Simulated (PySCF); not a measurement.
PySCF input file for B(F)(NHMe)(OH) (CH₅BFNO), SMILES CNB(O)F, IEF-PCM-M06-2X/def2-SVP. Coordinates come from a r2SCAN-D4/def2-SVP optimisation. The structure was generated by enumeration, and PubChem lists no compound with its InChIKey, so it may never have been made. One conformer was computed; it need not be the lowest.

```python
import numpy as np
from pyscf import gto, scf, dft
from pyscf.solvent import pcm

mol = gto.M(
    atom='''
    B     0.18665928    0.21315087    0.50987228
    F     0.88026425   -0.08123391    1.62077459
    N     0.05579235   -0.79780753   -0.46844956
    C    -0.63186349   -0.73138410   -1.73301364
    H     0.49627715   -1.68893711   -0.26538177
    H    -1.46452115   -1.45482596   -1.80413329
    H     0.04028925   -0.90845906   -2.59223797
    H    -1.06978041    0.26912405   -1.87682067
    O    -0.32956625    1.47251524    0.43220887
    H    -0.82077492    1.64128435   -0.37820131
    ''',
    basis='def2-SVP',
    charge=0,
    spin=0,
    max_memory=1600,
    verbose=3,
)
mf = dft.RKS(mol, xc='m06-2x').density_fit(auxbasis='def2-universal-jkfit')
mf.grids.level = 4
mf.conv_tol = 1e-9
mf.max_cycle = 100
mf.kernel()
res = {}
for name, eps in {'water': 78.355, 'acetonitrile': 35.688, 'dimethylsulfoxide': 46.826}.items():
    s = mf.PCM()
    s.with_solvent.method, s.with_solvent.eps, s.with_solvent.lebedev_order = 'IEF-PCM', eps, 29
    s.kernel(mf.make_rdm1())
    res[name] = (s.e_tot, eps, s.dip_moment(), s.mo_energy, s.converged)
    print(f'{name}: electrostatic solvation free energy {(s.e_tot - mf.e_tot) * 627.509474:.3f} kcal/mol')
```

It prints:

```
converged SCF energy = -295.599113792102

WARN: PCM is an experimental feature. It is still in testing.
Features and APIs may be changed in the future.

converged SCF energy = -295.610756124132
Dipole moment(X, Y, Z, Debye): -1.53875, -1.36430, -3.90550
water: electrostatic solvation free energy -7.306 kcal/mol

WARN: PCM is an experimental feature. It is still in testing.
Features and APIs may be changed in the future.

converged SCF energy = -295.610459952385
Dipole moment(X, Y, Z, Debye): -1.53192, -1.36214, -3.89100
acetonitrile: electrostatic solvation free energy -7.120 kcal/mol

WARN: PCM is an experimental feature. It is still in testing.
Features and APIs may be changed in the future.

converged SCF energy = -295.610588551678
Dipole moment(X, Y, Z, Debye): -1.53489, -1.36309, -3.89730
dimethylsulfoxide: electrostatic solvation free energy -7.201 kcal/mol
```

The run converged.

Cost: around 2.3 core-minutes (rough).
